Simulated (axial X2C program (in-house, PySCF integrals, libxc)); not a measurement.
Results of a calculation; reference values are marked as such.
## GeSe⁻: input and output

Program: an in-house relativistic program for diatomic molecules.

Input file and command:
```json
{"zs": [34, 32], "q": -1, "bas": ["dyall-acv3z", "dyall-acv3z"], "levels": ["PBE0", "HF", "PW91"], "cc": true, "r0": 2.18, "thr": -1.0, "nmax": 90, "npts": 10, "nst": 2, "ntry": 6}
```
```bash
python so2c.py task.json out
```

Keys: zs atomic numbers; q charge; bas basis sets; levels methods; cc coupled cluster on or off; r0 starting distance in Å; thr threshold in hartree for freezing inner shells (an s shell follows its p shell); nmax most natural virtual spinors; npts points on the curve; nst determinants followed; ntry starts of the search. HF also brings MP2.

Output of the HF step, with spin–orbit coupling, at R = 2.250 Å for the state Ω = 1/2. It starts from PBE0 orbitals of this distance.

```
two-component X2C + atomic mean field  HF
basis functions 242  fitting functions 1340  grid points 5801
iter        total energy     max residual
   1      -4523.853365364     2.90e-01
   2      -4523.888467994     7.99e-03
   3      -4523.889918040     3.86e-03
   4      -4523.890281237     1.35e-03
   5      -4523.890413444     7.94e-04
   6      -4523.890466078     5.92e-04
   7      -4523.890483903     3.28e-04
   8      -4523.890494092     3.02e-04
   9      -4523.890498502     2.85e-04
  10      -4523.890503196     2.12e-04
  11      -4523.890507310     8.23e-05
  12      -4523.890508007     2.42e-05
  13      -4523.890508077     1.08e-05
  14      -4523.890508093     6.48e-06
  15      -4523.890508095     2.83e-06
converged
one-electron -6825.45765742  Coulomb 2212.93707336  exact exchange -165.63979855  xc functional 0.00000000  nuclear repulsion 255.88658021  atomic mean-field constant -1.61670571
correlated 11  virtual 313  natural virtual 90  E(MP2) -0.248713953  MP2 remainder -0.011668936
iter   CCSD correlation   residual
   1     -0.249046547   1.36e-01
   2     -0.256271540   5.61e-02
   3     -0.258575335   2.60e-02
   4     -0.258700164   1.11e-02
   5     -0.258838495   5.09e-03
   6     -0.258858527   2.18e-03
   7     -0.258867235   8.60e-04
   8     -0.258873467   4.12e-04
   9     -0.258870581   1.89e-04
  10     -0.258872375   7.00e-05
  11     -0.258872138   2.06e-05
  12     -0.258872439   7.95e-06
  13     -0.258872446   3.49e-06
(T) -0.015341643  T1 0.0356  D1 0.0742  max T2 0.064
```
Energies are in hartree; totals compare only within one Hamiltonian and basis. T1 in the output is the amplitude norm over the root of the electron number; divide by √2 for the Lee–Taylor value.
